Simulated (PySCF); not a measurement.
Compound: C8H16BP.
Numbering: `[BH3-:1][P@@H+:2]1[CH:3]=[CH:4][C:5]([CH:6]([CH3:7])[CH3:8])=[C:9]1[CH3:10]` (hydrogens: H11, H12, H13 on B1; H14 on P2; H15 on C3; H16 on C4; H17 on C6; H18, H19, H20 on C7; H21, H22, H23 on C8; H24, H25, H26 on C10)

Structure used (PBE0-D3(BJ)/def2-SVP), in Å, numbered top down from 1:
```xyz
26
C8H16BP angstrom
B      3.4410    0.0483   -0.1733
P      1.8222    0.6262   -1.0370
C      0.9943    2.1490   -0.5536
C     -0.2670    1.8479   -0.1845
C     -0.6610    0.4333   -0.3207
C     -2.0362   -0.0326    0.0784
C     -2.2677    0.1655    1.5772
C     -3.1184    0.6541   -0.7557
C      0.3235   -0.3666   -0.8078
C      0.2813   -1.8411   -1.0484
H      4.2615    0.9008   -0.4803
H      3.6454   -1.0395   -0.6985
H      3.1679   -0.0028    1.0146
H      1.9485    0.7380   -2.4482
H      1.4608    3.1329   -0.5064
H     -0.9662    2.5960    0.2004
H     -2.0891   -1.1133   -0.1295
H     -1.5014   -0.3533    2.1719
H     -2.2382    1.2323    1.8512
H     -3.2542   -0.2243    1.8723
H     -3.1307    1.7424   -0.5835
H     -4.1146    0.2678   -0.4904
H     -2.9620    0.4869   -1.8318
H      1.2682   -2.2282   -1.3372
H     -0.0284   -2.3868   -0.1429
H     -0.4292   -2.1001   -1.8503
```

All values: PBE0/pcSseg-1 (PySCF, non-relativistic), on one gas-phase PBE0-D3(BJ)/def2-SVP geometry that isn't relaxed in the solvent. The solvent is an IEF-PCM continuum (cavity from Bondi-type radii × 1.2). Specific hydrogen bonds and non-electrostatic terms are outside this model.

Gas phase at PBE0/pcSseg-1: HOMO -7.01 eV, LUMO -1.84 eV, dipole 5.41 D.

**Question.** What does the continuum do to the energy, the frontier levels and the dipole at PBE0/pcSseg-1 in benzene?

**Answer.** 
```
solvent      ε  E(solvent) − E(gas) (kcal/mol)  polarisation term (kcal/mol)  distortion of the solute (kcal/mol)  HOMO (eV)  LUMO (eV)  dipole (D)
benzene  2.271                           -3.36                         -3.68                                 0.32      -6.89      -1.72        6.15
```

Polarisation term: ½ Σ q·V over the induced surface charges. Distortion: the rise of the solute's own energy as its density leaves the gas-phase optimum.

**Question.** Which radius a makes the point-dipole formula ΔE = −[(ε − 1)/(2ε + 1)]·μ²/a³ give the value in benzene, with the gas-phase dipole?

**Answer.** μ = 2.129 au and |ΔE| = 0.00536 Eh give a = 3.06 Å; the farthest nucleus lies 4.57 Å from the centroid of the nuclei, so such a sphere wouldn't even hold the nuclei. The formula assumes a rigid point dipole at the centre of a sphere.

**Question.** Give the dipole vector in the frame of the coordinates (D, pointing from negative to positive charge), gas and benzene.

**Answer.** Gas (-5.20, 0.69, -1.32), solvent (-5.89, 0.82, -1.55). Its length changes by +14 % and its direction by less than 1°.

**Question.** Which Hirshfeld charges (PBE0/pcSseg-1) respond most in benzene (means over atoms taken as equivalent)?

**Answer.** 
```json
{"atoms": "B1", "environment": "four-coordinate boron", "gas (e)": "-0.153", "solvent (e)": "-0.162", "change": "-0.009"}
{"atoms": "H14", "environment": "P–H hydrogen", "gas (e)": "+0.018", "solvent (e)": "+0.026", "change": "+0.008"}
{"atoms": "H11/H12/H13", "environment": "B–H hydrogen", "gas (e)": "-0.083", "solvent (e)": "-0.090", "change": "-0.007"}
{"atoms": "H16", "environment": "vinylic hydrogen", "gas (e)": "+0.057", "solvent (e)": "+0.062", "change": "+0.005"}
{"atoms": "H15", "environment": "vinylic hydrogen", "gas (e)": "+0.062", "solvent (e)": "+0.065", "change": "+0.003"}
{"atoms": "P2", "environment": "phosphorus bonded to B, 2 C and H", "gas (e)": "+0.333", "solvent (e)": "+0.336", "change": "+0.003"}
{"atoms": "H17", "environment": "methine hydrogen", "gas (e)": "+0.041", "solvent (e)": "+0.043", "change": "+0.002"}
{"atoms": "C4", "environment": "alkene CH carbon", "gas (e)": "-0.032", "solvent (e)": "-0.030", "change": "+0.002"}
{"atoms": "H24/H25/H26", "environment": "methyl hydrogen", "gas (e)": "+0.050", "solvent (e)": "+0.052", "change": "+0.002"}
{"atoms": "C3", "environment": "alkene CH carbon", "gas (e)": "-0.095", "solvent (e)": "-0.096", "change": "-0.001"}
{"atoms": "C5", "environment": "fully substituted alkene carbon", "gas (e)": "+0.010", "solvent (e)": "+0.011", "change": "+0.001"}
{"atoms": "C6", "environment": "allylic carbon", "gas (e)": "-0.018", "solvent (e)": "-0.017", "change": "+0.001"}
```

**Question.** How do the nuclear quadrupole coupling constants eQVzz/h respond in benzene?

**Answer.** 
```csv
nucleus,Q (barn),gas (MHz),solvent (MHz),η gas,η solvent
11B at B1,0.04059,1.89,1.76,0.10,0.10
```
